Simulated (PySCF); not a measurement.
Electron correlation in Zr³⁸⁺ (zirconium, charge +38)

Starting occupation: 1s2. Computed with PySCF 2.14 in an uncontracted even-tempered set (17 s from 7.3 bohr⁻², ratio 2.6; 12 p from 9.5 bohr⁻², ratio 2.6; 6 d from 9.8 bohr⁻², ratio 2.8; 3 f from 430 bohr⁻², ratio 2.8), with X2C-1e with screened-nucleus spin-orbit coupling, Gaussian nucleus. Frozen: nothing; 2 electrons correlated; the 38 highest virtual spinors left out.

Total MP2 correlation energy: -51.52 mhartree.

With two correlated electrons CCSD is exact within the correlated space (frozen core and kept virtual orbitals).

The virtual space was cut to 52 spinors, which keep -48.75 of the -51.52 mhartree of MP2 correlation.

| level | correlation energy (mhartree) |
| --- | --- |
| CCSD | -49.17 |

Diagnostics: T1 = 2.4e-06, largest double amplitude 0.002.

Cost of the coupled-cluster step: about 3 core-seconds, for 2 occupied and 52 virtual spinors.

Iterations:

```
Init t2, MP2 energy = -0.0487538900351474
CCSD nocc = 2, nmo = 54
Init t2, MP2 energy = -0.0487538900351474
Init E_corr(GCCSD) = -0.0487538900351474
cycle = 1  E_corr(GCCSD) = -0.0491657623664598  dE = -0.000411872331  norm(t1,t2) = 4.62844e-05
cycle = 2  E_corr(GCCSD) = -0.0491705911990967  dE = -4.82883264e-06  norm(t1,t2) = 6.44473e-07
cycle = 3  E_corr(GCCSD) = -0.049170656371955  dE = -6.51728582e-08  norm(t1,t2) = 1.03608e-08
cycle = 4  E_corr(GCCSD) = -0.0491706562899983  dE = 8.19567123e-11  norm(t1,t2) = 4.62657e-11
GCCSD converged
E(GCCSD) = -1609.492935846228  E_corr = -0.04917065628999827
```

The coupled-cluster values are those of the cut space; adding the MP2 remainder, -2.77 mhartree, estimates the full space.

At this charge the one-electron X2C treatment keeps the bare 1/r₁₂, with no two-electron picture change or Breit term. That inflates the 1s pair energies well beyond their four-component values.
